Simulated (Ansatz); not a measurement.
Program: Ansatz. Geometries: PBE0-D4/def2-TZVP. ΔE: electronic, gas phase. CBS: MP2 limit from def2 TZ/QZ plus the TZ coupled-cluster correction, frozen cores. This one scheme is used for every species. For Se outer-core shells are correlated without core-valence functions, which leaves a few kJ/mol of doubt a bond. Scalar relativity is left out up to krypton. Each species was taken in one conformer, which may not be the lowest.

Reaction (ligand exchange at the Si–C bond): `C=C[Si](F)(F)F` + H₂Se → `F[Si](F)(F)[SeH]` + `C=C`

`C=C[Si](F)(F)F`:

Z-matrix (Å, degrees):
```
Si
C 1 1.825
F 1 1.578 2 112.1
F 1 1.578 2 110.6 3 120.2
F 1 1.578 2 112.1 3 -119.6
C 2 1.331 1 121.9 3 -120.1
H 2 1.088 1 119.1 3 59.9
H 6 1.086 2 121.8 1 -0.0
H 6 1.086 2 121.9 1 180.0
```

H₂Se:

```xyz
3

Se   -0.622    0.182    0.219
H    -0.103   -0.924   -0.592
H     0.725    0.742    0.373
```

`F[Si](F)(F)[SeH]`:

Cartesian coordinates in Å:
```
F 0.042 1.136 1.300
Si -0.067 0.495 -0.134
F 0.622 1.464 -1.164
F -1.604 0.429 -0.466
Se 0.947 -1.486 -0.286
H 0.060 -2.038 0.749
```

`C=C`:

Cartesian coordinates in Å:
```
C -0.325 0.566 -0.110
C 0.325 -0.566 0.109
H -1.143 0.885 0.527
H -0.066 1.220 -0.935
H 1.143 -0.885 -0.527
H 0.066 -1.220 0.935
```

```
           species  CCSD(T)/CBS(def2) energy (Eh)
  `C=C[Si](F)(F)F`                     -666.56968
              H₂Se                    -2401.89790
`F[Si](F)(F)[SeH]`                    -2990.00244
             `C=C`                      -78.48111
```

Task: Work out ΔE.

Result: ΔE = (-2990.00244) + (-78.48111) − (-666.56968) − (-2401.89790) = -0.01597 Eh = -10.0 kcal/mol.

Task: What do rigid-rotor, harmonic-oscillator terms from PBE0-D4/def2-TZVP frequencies (298.15 K, 1 bar) make of the CCSD(T)/CBS value? (Best estimate.)

Result: The calculation gave: ΔZPE = +1.8 kcal/mol, ΔH = -8.3 kcal/mol, ΔS = 1 J/(mol·K), ΔG = -8.4 kcal/mol.

Largest T1 diagnostic among the species: 0.012.

At CCSD(T), def2-SVP lies +3.4 kcal/mol from the extrapolated value and def2-TZVPP +1.2 kcal/mol. Leaving LDA and LC-ωPBE aside and taking each functional with its dispersion term where it has one, the values, not all of them listed here, spread over 1.6 kcal/mol, from PBE-D4 to CAM-B3LYP-D4. LDA lies +1.1 kcal/mol from PBE without D4.
